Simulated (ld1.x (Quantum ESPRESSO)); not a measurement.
Before and after: TM potential for Ca

Ca, norm-conserving Troullier–Martins (Kleinman–Bylander form), made with ld1.x (Quantum ESPRESSO) 7.5 (Wu–Cohen, scalar-relativistic). Core [Ar], reference 3d0 4s2 4p0. Waves: 4p (bound, empty): rc 4.20 bohr; 3d (bound, empty): rc 2.60 bohr; 4s (bound): rc 3.45 bohr. Local part: the s channel. Core correction: none.

All-electron outer shells of the reference configuration (Wu–Cohen, scalar-relativistic, ld1.x):

```json
{"shell": "3s", "level (eV)": "-46.99", "outermost node (bohr)": "0.45", "outermost maximum (bohr)": "0.99"}
{"shell": "3p", "level (eV)": "-27.99", "outermost node (bohr)": "0.42", "outermost maximum (bohr)": "1.04"}
{"shell": "4s", "level (eV)": "-3.77", "outermost node (bohr)": "1.43", "outermost maximum (bohr)": "3.42"}
{"shell": "3d", "level (eV)": "-1.96", "outermost node (bohr)": "–", "outermost maximum (bohr)": "1.27"}
{"shell": "4p", "level (eV)": "-1.38", "outermost node (bohr)": "1.63", "outermost maximum (bohr)": "4.34"}
```

Change: all radii scaled by about 1.18 (s 4.06, p 4.94, d 3.06 bohr).

Cutoffs: the cutoffs (Ry, on a coarse ladder) from which the occupation-weighted sum of valence levels, in a spherical-Bessel basis at the reference potential, stays within 10 and 1 mRy of its value at 400 Ry; they do not see the model core or the augmentation charge, which bear on the density cutoff. Errors are all-electron minus pseudo energies relative to the spin-unpolarised reference configuration.

Question: What does the change do?

Answer: Both files are so soft that the ladder of cutoffs tells neither apart; of the 7 tests that both files solve, the error grows in 1 and shrinks in 4 by more than 15 % and 0.3 meV (median size 13.6 → 12.7 meV); neither file shows a bound ghost.

| quantity | base | changed |
| --- | --- | --- |
| cutoff, loose | 6 Ry | 6 Ry |
| cutoff, tight | 8 Ry | 8 Ry |
| bound ghosts | none | none |
| error for 3d0 4s1 4p0, meV [ΔE 6.30 eV] | -14 | -15 |
| error for 3d0 4s1.5 4p0, meV [ΔE 2.50 eV] | -2.0 | -1.9 |
| error for 3d0 4s1 4p1, meV [ΔE 2.42 eV] | -0.1 | -2.5 |
| error for 3d0 4s0 4p1, meV [ΔE 9.29 eV] | +24 | +13 |
| error for 3d1 4s1 4p0, meV [ΔE 2.27 eV] | +643 | +447 |
| error for 3d0.5 4s1.5 4p0, meV [ΔE 1.05 eV] | +288 | +175 |
| error for 3d0 4s0 4p2, meV [ΔE 4.92 eV] | +8.1 | +0.7 |

Base: The cutoffs count occupied waves only; the empty 3d level needs 30 Ry at the loose tolerance. Changed file: The cutoffs count occupied waves only; the empty 3d level needs 21 Ry at the loose tolerance.
